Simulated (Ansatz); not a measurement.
Ansatz (a first-principles code) input (B3LYP-D3(BJ)/def2-TZVP):

Ansatz 0.2 input:
```yaml
crystal:
  periodic: [false, false, false]
  atoms:
    - {symbol: C, position_ang: [-1.40916793, 0.00647897, -0.08550346]}
    - {symbol: C, position_ang: [-0.72694938, -1.29038233, -0.07665507]}
    - {symbol: C, position_ang: [0.57325830, -1.43639741, -0.00128586]}
    - {symbol: C, position_ang: [1.32129525, -0.12588958, 0.07715747]}
    - {symbol: S, position_ang: [0.03029492, 1.19687383, 0.03195150]}
    - {symbol: H, position_ang: [-1.96385016, 0.19460360, -1.00497534]}
    - {symbol: H, position_ang: [-2.07165256, 0.14999280, 0.76831717]}
    - {symbol: H, position_ang: [1.10380043, -2.37958149, 0.00723926]}
    - {symbol: H, position_ang: [1.89444389, -0.04116540, 1.00193854]}
    - {symbol: H, position_ang: [2.00192215, 0.00331125, -0.76602208]}
basis:
  gaussian:
    orbitals: def2-TZVP
hamiltonian:
  xc: b3lyp
  dispersion: d3bj
magnetization: {spin_polarized: true, initial_magnetization: 1}
phonons: {temperatures: {t_min: 298.15, t_max: 298.15, t_step: 100}}
```

Output:

```
Functional definition: B3LYP
integrals: 0.11 GiB planned
1211 factors; their error is unknown
mean field: 1.31 GiB planned
mean field evaluation 1: about -15044.6342 eV, gradient 5.8e1 eV
mean field evaluation 2: about -14923.7754 eV, gradient 1.4e2 eV
mean field evaluation 4: about -15057.7326 eV, gradient 3.3e1 eV
mean field evaluation 8: about -15064.4294 eV, gradient 1.5e0 eV
mean field evaluation 16: about -15064.4459 eV, gradient 6.2e-3 eV
mean field evaluation 32: about -15062.3431 eV, gradient 3.7e-3 eV
mean field -15064.44589573 eV, -553.6081756198 hartree, gradient 3.4e-5 eV, S^2 0.759708; 2 other end points of the search recorded, 0 dependent functions left out
the calculation of the forces begins
reference -15064.44615117 eV, -553.6081850070 hartree; 23, 22 occupied and 168, 169 virtual orbitals, 1211 factors
these checks for a lower state are left out or cut short: stability, starts, cluster_reference, orbital_swaps, neighbouring_geometries, increment
integrals: 0.11 GiB planned
1211 factors; their error is unknown
mean field: 1.31 GiB planned
mean field -15064.44572096 eV, -553.6081691972 hartree, gradient 1.6e-6 eV, S^2 0.759696; 0 other end points of the search recorded, 0 dependent functions left out
the calculation of the forces begins
reference -15064.44597652 eV, -553.6081785889 hartree; 23, 22 occupied and 168, 169 virtual orbitals, 1211 factors
these checks for a lower state are left out or cut short: stability, starts, cluster_reference, orbital_swaps, neighbouring_geometries, increment
integrals: 0.11 GiB planned
1211 factors; their error is unknown
mean field: 1.31 GiB planned
mean field -15064.44579701 eV, -553.6081719921 hartree, gradient 2.2e-6 eV, S^2 0.759720; 0 other end points of the search recorded, 0 dependent functions left out
the calculation of the forces begins
reference -15064.44605233 eV, -553.6081813747 hartree; 23, 22 occupied and 168, 169 virtual orbitals, 1211 factors
these checks for a lower state are left out or cut short: stability, starts, cluster_reference, orbital_swaps, neighbouring_geometries, increment
integrals: 0.11 GiB planned
1211 factors; their error is unknown
mean field: 1.31 GiB planned
mean field -15064.44576089 eV, -553.6081706645 hartree, gradient 2.1e-6 eV, S^2 0.759724; 0 other end points of the search recorded, 0 dependent functions left out
the calculation of the forces begins
reference -15064.44601634 eV, -553.6081800521 hartree; 23, 22 occupied and 168, 169 virtual orbitals, 1211 factors
these checks for a lower state are left out or cut short: stability, starts, cluster_reference, orbital_swaps, neighbouring_geometries, increment
integrals: 0.11 GiB planned
1211 factors; their error is unknown
mean field: 1.31 GiB planned
mean field evaluation 64: about -15064.4440 eV, gradient 3.8e-1 eV
mean field -15064.44576914 eV, -553.6081709677 hartree, gradient 1.7e-6 eV, S^2 0.759692; 0 other end points of the search recorded, 0 dependent functions left out
the calculation of the forces begins
reference -15064.44602457 eV, -553.6081803545 hartree; 23, 22 occupied and 168, 169 virtual orbitals, 1211 factors
these checks for a lower state are left out or cut short: stability, starts, cluster_reference, orbital_swaps, neighbouring_geometries, increment
integrals: 0.11 GiB planned
1211 factors; their error is unknown
mean field: 1.31 GiB planned
mean field -15064.44565297 eV, -553.6081666987 hartree, gradient 2.4e-6 eV, S^2 0.759605; 0 other end points of the search recorded, 0 dependent functions left out
the calculation of the forces begins
reference -15064.44590838 eV, -553.6081760849 hartree; 23, 22 occupied and 168, 169 virtual orbitals, 1211 factors
these checks for a lower state are left out or cut short: stability, starts, cluster_reference, orbital_swaps, neighbouring_geometries, increment
[...]
integrals: 0.11 GiB planned
1211 factors; their error is unknown
mean field: 1.30 GiB planned
mean field -15064.44588424 eV, -553.6081751978 hartree, gradient 1.9e-6 eV, S^2 0.759709; 0 other end points of the search recorded, 0 dependent functions left out
the calculation of the forces begins
reference -15064.44613970 eV, -553.6081845857 hartree; 23, 22 occupied and 168, 169 virtual orbitals, 1211 factors
these checks for a lower state are left out or cut short: stability, starts, cluster_reference, orbital_swaps, neighbouring_geometries, increment
integrals: 0.11 GiB planned
1211 factors; their error is unknown
mean field: 1.31 GiB planned
mean field -15064.44587276 eV, -553.6081747759 hartree, gradient 1.9e-6 eV, S^2 0.759706; 0 other end points of the search recorded, 0 dependent functions left out
the calculation of the forces begins
reference -15064.44612818 eV, -553.6081841624 hartree; 23, 22 occupied and 168, 169 virtual orbitals, 1211 factors
these checks for a lower state are left out or cut short: stability, starts, cluster_reference, orbital_swaps, neighbouring_geometries, increment
integrals: 0.11 GiB planned
1211 factors; their error is unknown
mean field: 1.31 GiB planned
mean field evaluation 224: about -15064.4458 eV, gradient 1.7e-6 eV
mean field -15064.44580502 eV, -553.6081722864 hartree, gradient 1.9e-6 eV, S^2 0.759708; 0 other end points of the search recorded, 0 dependent functions left out
the calculation of the forces begins
reference -15064.44606040 eV, -553.6081816715 hartree; 23, 22 occupied and 168, 169 virtual orbitals, 1211 factors
these checks for a lower state are left out or cut short: stability, starts, cluster_reference, orbital_swaps, neighbouring_geometries, increment
integrals: 0.11 GiB planned
1211 factors; their error is unknown
mean field: 1.31 GiB planned
mean field -15064.44583104 eV, -553.6081732426 hartree, gradient 1.9e-6 eV, S^2 0.759708; 0 other end points of the search recorded, 0 dependent functions left out
the calculation of the forces begins
reference -15064.44608653 eV, -553.6081826318 hartree; 23, 22 occupied and 168, 169 virtual orbitals, 1211 factors
these checks for a lower state are left out or cut short: stability, starts, cluster_reference, orbital_swaps, neighbouring_geometries, increment
integrals: 0.11 GiB planned
1211 factors; their error is unknown
mean field: 1.31 GiB planned
mean field -15064.44586936 eV, -553.6081746509 hartree, gradient 1.8e-6 eV, S^2 0.759710; 0 other end points of the search recorded, 0 dependent functions left out
the calculation of the forces begins
reference -15064.44612485 eV, -553.6081840400 hartree; 23, 22 occupied and 168, 169 virtual orbitals, 1211 factors
these checks for a lower state are left out or cut short: stability, starts, cluster_reference, orbital_swaps, neighbouring_geometries, increment
integrals: 0.11 GiB planned
1211 factors; their error is unknown
mean field: 1.31 GiB planned
mean field -15064.44584624 eV, -553.6081738010 hartree, gradient 1.9e-6 eV, S^2 0.759706; 0 other end points of the search recorded, 0 dependent functions left out
the calculation of the forces begins
reference -15064.44610162 eV, -553.6081831863 hartree; 23, 22 occupied and 168, 169 virtual orbitals, 1211 factors
these checks for a lower state are left out or cut short: stability, starts, cluster_reference, orbital_swaps, neighbouring_geometries, increment
integrals: 0.11 GiB planned
1211 factors; their error is unknown
mean field: 1.31 GiB planned
mean field -15064.44587541 eV, -553.6081748730 hartree, gradient 1.9e-6 eV, S^2 0.759708; 0 other end points of the search recorded, 0 dependent functions left out
the calculation of the forces begins
reference -15064.44613087 eV, -553.6081842611 hartree; 23, 22 occupied and 168, 169 virtual orbitals, 1211 factors
these checks for a lower state are left out or cut short: stability, starts, cluster_reference, orbital_swaps, neighbouring_geometries, increment
integrals: 0.11 GiB planned
1211 factors; their error is unknown
mean field: 1.31 GiB planned
mean field evaluation 256: about -15064.4442 eV, gradient 3.6e-1 eV
mean field -15064.44582428 eV, -553.6081729942 hartree, gradient 1.9e-6 eV, S^2 0.759708; 0 other end points of the search recorded, 0 dependent functions left out
the calculation of the forces begins
reference -15064.44607969 eV, -553.6081823804 hartree; 23, 22 occupied and 168, 169 virtual orbitals, 1211 factors
these checks for a lower state are left out or cut short: stability, starts, cluster_reference, orbital_swaps, neighbouring_geometries, increment
integrals: 0.11 GiB planned
1211 factors; their error is unknown
mean field: 1.31 GiB planned
mean field -15064.44589064 eV, -553.6081754329 hartree, gradient 1.9e-6 eV, S^2 0.759709; 0 other end points of the search recorded, 0 dependent functions left out
the calculation of the forces begins
reference -15064.44614613 eV, -553.6081848220 hartree; 23, 22 occupied and 168, 169 virtual orbitals, 1211 factors
these checks for a lower state are left out or cut short: stability, starts, cluster_reference, orbital_swaps, neighbouring_geometries, increment
integrals: 0.11 GiB planned
1211 factors; their error is unknown
mean field: 1.31 GiB planned
mean field -15064.44582648 eV, -553.6081730749 hartree, gradient 1.9e-6 eV, S^2 0.759707; 0 other end points of the search recorded, 0 dependent functions left out
the calculation of the forces begins
reference -15064.44608186 eV, -553.6081824601 hartree; 23, 22 occupied and 168, 169 virtual orbitals, 1211 factors
these checks for a lower state are left out or cut short: stability, starts, cluster_reference, orbital_swaps, neighbouring_geometries, increment
integrals: 0.11 GiB planned
1211 factors; their error is unknown
mean field: 1.31 GiB planned
mean field -15064.44588667 eV, -553.6081752871 hartree, gradient 1.9e-6 eV, S^2 0.759708; 0 other end points of the search recorded, 0 dependent functions left out
the calculation of the forces begins
reference -15064.44614212 eV, -553.6081846745 hartree; 23, 22 occupied and 168, 169 virtual orbitals, 1211 factors
these checks for a lower state are left out or cut short: stability, starts, cluster_reference, orbital_swaps, neighbouring_geometries, increment
integrals: 0.11 GiB planned
1211 factors; their error is unknown
mean field: 1.30 GiB planned
mean field evaluation 288: about -15064.4459 eV, gradient 5.2e-3 eV
mean field -15064.44587490 eV, -553.6081748545 hartree, gradient 1.9e-6 eV, S^2 0.759707; 0 other end points of the search recorded, 0 dependent functions left out
the calculation of the forces begins
reference -15064.44613034 eV, -553.6081842416 hartree; 23, 22 occupied and 168, 169 virtual orbitals, 1211 factors
these checks for a lower state are left out or cut short: stability, starts, cluster_reference, orbital_swaps, neighbouring_geometries, increment
integrals: 0.11 GiB planned
1211 factors; their error is unknown
mean field: 1.31 GiB planned
mean field -15064.44583258 eV, -553.6081732991 hartree, gradient 1.9e-6 eV, S^2 0.759708; 0 other end points of the search recorded, 0 dependent functions left out
the calculation of the forces begins
reference -15064.44608806 eV, -553.6081826881 hartree; 23, 22 occupied and 168, 169 virtual orbitals, 1211 factors
these checks for a lower state are left out or cut short: stability, starts, cluster_reference, orbital_swaps, neighbouring_geometries, increment
integrals: 0.11 GiB planned
1211 factors; their error is unknown
mean field: 1.31 GiB planned
mean field -15064.44580313 eV, -553.6081722170 hartree, gradient 1.8e-6 eV, S^2 0.759708; 0 other end points of the search recorded, 0 dependent functions left out
the calculation of the forces begins
reference -15064.44605852 eV, -553.6081816025 hartree; 23, 22 occupied and 168, 169 virtual orbitals, 1211 factors
Total energy: -15064.88936959 eV, -553.6244729838 hartree
Atom 0 at    -1.409168     0.006479    -0.085503 Å, force     0.000290     0.000029     0.000018 eV/Å
Atom 1 at    -0.726949    -1.290382    -0.076655 Å, force    -0.000434    -0.000083    -0.000028 eV/Å
Atom 2 at     0.573258    -1.436397    -0.001286 Å, force    -0.000040     0.000207     0.000003 eV/Å
Atom 3 at     1.321295    -0.125890     0.077157 Å, force     0.000257     0.000151     0.000019 eV/Å
Atom 4 at     0.030295     1.196874     0.031952 Å, force    -0.000060     0.000122    -0.000001 eV/Å
Atom 5 at    -1.963850     0.194604    -1.004975 Å, force    -0.000054    -0.000062    -0.000031 eV/Å
Atom 6 at    -2.071653     0.149993     0.768317 Å, force    -0.000057    -0.000063     0.000021 eV/Å
Atom 7 at     1.103800    -2.379581     0.007239 Å, force     0.000130    -0.000212     0.000003 eV/Å
Atom 8 at     1.894444    -0.041165     1.001939 Å, force    -0.000018    -0.000045     0.000030 eV/Å
Atom 9 at     2.001922     0.003311    -0.766022 Å, force    -0.000014    -0.000044    -0.000034 eV/Å
Dipole moment:     0.077569    -0.179223     0.000207 e Å
Vibrations: 119.56 363.23 498.40 593.92 659.48 742.39 794.24 894.97 952.99 953.30 975.82 1114.12 1128.64 1207.73 1212.91 1275.13 1480.27 1486.18 1712.89 3040.77 3055.44 3078.67 3093.87 3187.32 cm⁻¹, zero-point energy 2.084314 eV
```

It need not be the lowest isomer of its formula.
